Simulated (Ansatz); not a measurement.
Ansatz (a first-principles code) input (B3LYP-D3(BJ)/def2-TZVP):

Ansatz 0.2 input:
```yaml
crystal:
  periodic: [false, false, false]
  atoms:
    - {symbol: Si, position_ang: [0.02843694, 0.03500796, 0.11161382]}
    - {symbol: Cl, position_ang: [0.56574827, 0.48941074, 2.01259516]}
    - {symbol: O, position_ang: [-0.77361122, 1.27509238, -0.54140110]}
    - {symbol: O, position_ang: [1.34614006, -0.26640442, -0.77183208]}
    - {symbol: O, position_ang: [-0.92132589, -1.27102373, 0.10900697]}
    - {symbol: H, position_ang: [-0.31796923, 2.07724374, -0.78089542]}
    - {symbol: H, position_ang: [1.84529601, -1.06810616, -0.64369402]}
    - {symbol: H, position_ang: [-1.81733881, -1.22074070, 0.43026517]}
basis:
  gaussian:
    orbitals: def2-TZVP
hamiltonian:
  xc: b3lyp
  dispersion: d3bj
relax: {f_tol: 0.002, max_steps: 150}
```

End of the output:

```
mean field evaluation 64: about -26600.5441 eV, gradient 4.5e-3 eV
mean field -26600.54411460 eV, -977.5519657151 hartree, gradient 1.3e-5 eV, S^2 0.000000; 0 other end points of the search recorded, 0 dependent functions left out
the calculation of the forces begins
reference -26600.54435190 eV, -977.5519744359 hartree; 29, 29 occupied and 156, 156 virtual orbitals, 1109 factors
relax step   8: F+E_penalty+E_count = -26600.86021111 eV  Δ(F+E_penalty+E_count) = -1.031e-5 eV  max|allowed force component| = 1.480e-2 eV/Å  Δτ_max = 0.0030 Å  (33 SCF iters, accepted)
these checks for a lower state are left out or cut short: starts, cluster_reference, orbital_swaps, neighbouring_geometries, increment
integrals: 0.11 GiB planned
1109 factors; their error is unknown
mean field: 0.93 GiB planned
mean field -26600.54412612 eV, -977.5519661386 hartree, gradient 1.3e-5 eV, S^2 0.000000; 0 other end points of the search recorded, 0 dependent functions left out
the calculation of the forces begins
reference -26600.54436346 eV, -977.5519748605 hartree; 29, 29 occupied and 156, 156 virtual orbitals, 1109 factors
relax step   9: F+E_penalty+E_count = -26600.86021818 eV  Δ(F+E_penalty+E_count) = -7.072e-6 eV  max|allowed force component| = 4.367e-4 eV/Å  Δτ_max = 0.0005 Å  (34 SCF iters, accepted)
integrals: 0.11 GiB planned
1109 factors; their error is unknown
mean field: 0.93 GiB planned
mean field evaluation 96: about -26600.5441 eV, gradient 5.2e-5 eV
mean field -26600.54412612 eV, -977.5519661386 hartree, gradient 1.3e-5 eV, S^2 0.000000; 1 other end points of the search recorded, 0 dependent functions left out
the calculation of the forces begins
reference -26600.54436346 eV, -977.5519748605 hartree; 29, 29 occupied and 156, 156 virtual orbitals, 1109 factors
Total energy: -26600.86045552 eV, -977.5635910295 hartree
Atom 0 at     0.002656     0.013197     0.019484 Å, force     0.000274     0.000055    -0.000103 eV/Å
Atom 1 at     0.553791     0.476639     1.961548 Å, force    -0.000016     0.000054     0.000323 eV/Å
Atom 2 at    -0.761347     1.284382    -0.641935 Å, force    -0.000078     0.000291    -0.000097 eV/Å
Atom 3 at     1.329897    -0.335367    -0.848867 Å, force    -0.000022     0.000098    -0.000259 eV/Å
Atom 4 at    -0.990816    -1.271291     0.032945 Å, force    -0.000437    -0.000278     0.000106 eV/Å
Atom 5 at    -0.321539     2.138266    -0.643863 Å, force    -0.000039    -0.000212     0.000025 eV/Å
Atom 6 at     1.925431    -1.017755    -0.529133 Å, force     0.000078    -0.000081     0.000098 eV/Å
Atom 7 at    -1.782698    -1.237591     0.575479 Å, force     0.000241     0.000073    -0.000094 eV/Å
Dipole moment:     0.034588     0.029278     0.122809 e Å
```
